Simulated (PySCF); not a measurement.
Atoms are numbered as in `[CH3:1][CH2:2][C:3](=[O:4])[N:5]([CH3:6])[CH3:7]`. Hydrogens are named by the atom that carries them.

Geometry: PBE0-D3(BJ)/def2-TZVP; GIAO shifts from PySCF 2.14.0 with density-fitted response routines, gas phase, non-relativistic, averaged over equivalent atoms.

At KT3/pcSseg-2 (406 basis functions, 3.2 min wall time (6.3 min CPU) on 2 threads of an Intel Xeon, shared host):
| atoms | δ (ppm) |
| --- | --- |
| C3 | 165.6 |
| C6 | 37.6 |
| C7 | 34.2 |
| C2 | 30.2 |
| C1 | 11.8 |
| O4 | 378.6 |
| N5 | 118.8 |
| H(C7) | 3.03 |
| H(C6) | 2.98 |
| H(C2) | 2.36 |
| H(C1) | 1.06 |

Shifts are taken against calculated references (same method and geometry level): TMS for $^{13}$C (σref 183.24), $^{1}$H (σref 31.63); $^{17}$O (σref 325.30) against H2O; NH3 for $^{15}$N (σref 261.05).

Q: Predict the values at wB97X-D/pcSseg-2 on the same geometry.

A: 
```tsv
atoms	δ at wB97X-D/pcSseg-2	change
C3	181.9	+16.3
C6	37.6	+0.0
C7	34.7	+0.5
C2	31.1	+0.9
C1	11.2	-0.6
O4	405.0	+26.4
N5	114.0	-4.8
H(C7)	2.98	-0.05
H(C6)	2.90	-0.08
H(C2)	2.21	-0.15
H(C1)	1.08	+0.02
```

References, each an isolated molecule treated in the same way: $^{13}$C (σ = 186.29 ppm) and $^{1}$H (σ = 31.63 ppm) against TMS; H2O for $^{17}$O (σ = 328.24 ppm); $^{15}$N (σ = 262.16 ppm) vs NH3.

The largest change is at O4 (amide-type carbonyl oxygen). Cost: 406 basis functions, 3.2 min wall time (6.4 min CPU) on 2 threads of an Intel Xeon, shared host. The order of the carbon signals is the same at both levels.

The two substituents on the amide-type nitrogen aren't averaged: C–N rotation is slow on the NMR time scale. Unscaled 17O shifts of doubly bonded oxygen tend to come out too high, by tens of ppm or more. Experimental scales use liquid or dissolved standards, which lie at an offset from isolated NH3 (liquid NH3: subtract about 20 ppm) and H2O (liquid H2O: subtract about 36 ppm).
